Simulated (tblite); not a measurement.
Species: C4H13B2N.
Atom-mapped SMILES: `[CH3:1][BH:2][NH:3][BH:4][CH:5]([CH3:6])[CH3:7]` (hydrogens: H8, H9, H10 on C1; H11 on B2; H12 on N3; H13 on B4; H14 on C5; H15, H16, H17 on C6; H18, H19, H20 on C7)

Computed with GFN2-xTB (tblite), gas phase: Langevin dynamics at 600 K from the optimised GFN2-xTB geometry, time step 0.5 fs, friction 0.01 fs⁻¹, 2000 steps. The instantaneous temperature is 2·E(kin)/(3Nk) with all 3N coordinates.

| t (fs) | T (K) | E(pot) above start (eV) | C1–B2 (Å) | B2–N3 (Å) | N3–B4 (Å) | B4–C5 (Å) | C5–C6 (Å) | C1–H8 (Å) | C1–B2–N3–B4 (°) |
| --- | --- | --- | --- | --- | --- | --- | --- | --- | --- |
| 0 | 493 | 0.000 | 1.580 | 1.412 | 1.409 | 1.596 | 1.538 | 1.089 | 179 |
| 25 | 326 | 0.852 | 1.546 | 1.423 | 1.442 | 1.622 | 1.499 | 1.049 | -170 |
| 50 | 381 | 0.800 | 1.656 | 1.430 | 1.429 | 1.586 | 1.577 | 1.136 | -167 |
| 75 | 427 | 0.804 | 1.567 | 1.393 | 1.403 | 1.571 | 1.505 | 1.147 | -171 |
| 100 | 379 | 1.018 | 1.586 | 1.418 | 1.439 | 1.574 | 1.581 | 1.039 | -177 |
| 125 | 533 | 0.827 | 1.567 | 1.447 | 1.435 | 1.566 | 1.558 | 1.040 | -167 |
| 150 | 605 | 1.036 | 1.590 | 1.459 | 1.448 | 1.610 | 1.455 | 1.107 | -176 |
| 175 | 512 | 1.204 | 1.577 | 1.414 | 1.453 | 1.560 | 1.627 | 1.152 | 176 |
| 200 | 487 | 1.183 | 1.588 | 1.432 | 1.488 | 1.522 | 1.624 | 1.052 | 166 |
| 225 | 532 | 0.853 | 1.544 | 1.407 | 1.454 | 1.568 | 1.517 | 1.047 | 158 |
| 250 | 479 | 1.202 | 1.610 | 1.419 | 1.439 | 1.593 | 1.503 | 1.168 | 155 |
| 275 | 599 | 1.125 | 1.648 | 1.430 | 1.426 | 1.534 | 1.536 | 1.131 | 155 |
| 300 | 587 | 1.549 | 1.544 | 1.430 | 1.378 | 1.665 | 1.574 | 1.017 | 160 |
| 325 | 692 | 1.211 | 1.564 | 1.445 | 1.403 | 1.562 | 1.574 | 1.096 | 162 |
| 350 | 597 | 1.303 | 1.585 | 1.455 | 1.401 | 1.634 | 1.568 | 1.127 | -170 |
| 375 | 438 | 1.459 | 1.585 | 1.423 | 1.433 | 1.695 | 1.547 | 1.112 | -153 |
| 400 | 522 | 1.126 | 1.596 | 1.418 | 1.383 | 1.562 | 1.477 | 1.091 | -153 |
| 425 | 584 | 1.298 | 1.616 | 1.420 | 1.396 | 1.587 | 1.610 | 1.091 | -178 |
| 450 | 521 | 1.481 | 1.594 | 1.431 | 1.453 | 1.623 | 1.611 | 1.137 | 149 |
| 475 | 555 | 1.114 | 1.529 | 1.397 | 1.493 | 1.596 | 1.547 | 1.054 | 146 |
| 500 | 650 | 1.163 | 1.581 | 1.395 | 1.483 | 1.580 | 1.559 | 1.072 | 160 |
| 525 | 509 | 1.211 | 1.641 | 1.424 | 1.448 | 1.576 | 1.509 | 1.126 | 173 |
| 550 | 597 | 0.996 | 1.586 | 1.356 | 1.416 | 1.619 | 1.540 | 1.118 | -175 |
| 575 | 615 | 1.119 | 1.561 | 1.336 | 1.435 | 1.614 | 1.582 | 1.084 | -171 |
| 600 | 653 | 1.300 | 1.598 | 1.368 | 1.455 | 1.577 | 1.506 | 1.112 | -176 |
| 625 | 722 | 1.198 | 1.648 | 1.415 | 1.477 | 1.600 | 1.530 | 1.084 | -177 |
| 650 | 787 | 1.342 | 1.598 | 1.392 | 1.464 | 1.528 | 1.525 | 1.115 | 180 |
| 675 | 671 | 1.560 | 1.563 | 1.386 | 1.451 | 1.555 | 1.539 | 1.125 | 177 |
| 700 | 587 | 1.752 | 1.609 | 1.440 | 1.462 | 1.610 | 1.542 | 1.033 | 167 |
| 725 | 635 | 1.775 | 1.607 | 1.410 | 1.446 | 1.562 | 1.527 | 1.103 | 166 |
| 750 | 751 | 1.320 | 1.588 | 1.468 | 1.392 | 1.575 | 1.554 | 1.128 | -178 |
| 775 | 663 | 1.118 | 1.552 | 1.458 | 1.406 | 1.657 | 1.505 | 1.088 | -179 |
| 800 | 584 | 1.452 | 1.620 | 1.357 | 1.431 | 1.658 | 1.524 | 1.084 | -170 |
| 825 | 581 | 1.374 | 1.633 | 1.391 | 1.421 | 1.563 | 1.544 | 1.099 | -174 |
| 850 | 620 | 1.243 | 1.540 | 1.397 | 1.379 | 1.619 | 1.511 | 1.085 | -170 |
| 875 | 585 | 1.632 | 1.558 | 1.390 | 1.461 | 1.620 | 1.504 | 1.097 | 179 |
| 900 | 678 | 1.226 | 1.613 | 1.385 | 1.482 | 1.557 | 1.546 | 1.132 | 177 |
| 925 | 724 | 1.020 | 1.587 | 1.447 | 1.447 | 1.514 | 1.604 | 1.134 | 174 |
| 950 | 564 | 1.415 | 1.591 | 1.478 | 1.445 | 1.586 | 1.615 | 1.091 | 176 |
| 975 | 658 | 0.864 | 1.537 | 1.409 | 1.422 | 1.685 | 1.472 | 1.057 | -170 |
| 1000 | 586 | 1.425 | 1.765 | 1.363 | 1.374 | 1.581 | 1.511 | 1.065 | -168 |

**Question.** From 500 fs on, how do temperature and potential energy compare with equipartition?

**Answer.** The mean temperature of these 21 frames is 639 K against the target 600 K, and the mean potential energy 1.31 eV against 54 × kT/2 = 1.40 eV for 54 classical harmonic modes. For 20 atoms in a canonical ensemble the temperature itself scatters by T·√(2/(3N)) = 110 K; here its standard deviation is 66 K. The whole run lasts only 10 friction times of 100 fs, so these averages carry a wide statistical error.

**Question.** What are the kinetic and total energies of the listed frame with the highest potential energy?

**Answer.** The one at 725 fs, 1.775 eV above the start. Its kinetic energy is 3NkT/2 = 1.642 eV at 635 K, so the sum is 3.42 eV; over the listed frames the sum runs from 1.27 to 3.42 eV, since the thermostat adds and removes energy.

**Question.** How much do the listed bonds fluctuate from 500 fs on?

**Answer.** 
```json
{"bond": "C1–B2", "at the start (Å)": "1.580", "mean (Å)": "1.599", "standard deviation (Å)": "0.048"}
{"bond": "B2–N3", "at the start (Å)": "1.412", "mean (Å)": "1.403", "standard deviation (Å)": "0.038"}
{"bond": "N3–B4", "at the start (Å)": "1.409", "mean (Å)": "1.438", "standard deviation (Å)": "0.031"}
{"bond": "B4–C5", "at the start (Å)": "1.596", "mean (Å)": "1.592", "standard deviation (Å)": "0.041"}
{"bond": "C5–C6", "at the start (Å)": "1.538", "mean (Å)": "1.536", "standard deviation (Å)": "0.033"}
{"bond": "C1–H8", "at the start (Å)": "1.089", "mean (Å)": "1.097", "standard deviation (Å)": "0.026"}
```

The motion is classical and holds no zero-point motion.

What follows is the cost of the whole dynamics run. Hardware: one thread of an Intel Xeon Platinum 8488C, on a shared host. Cost: 12 s, 0.18 GiB resident at most.
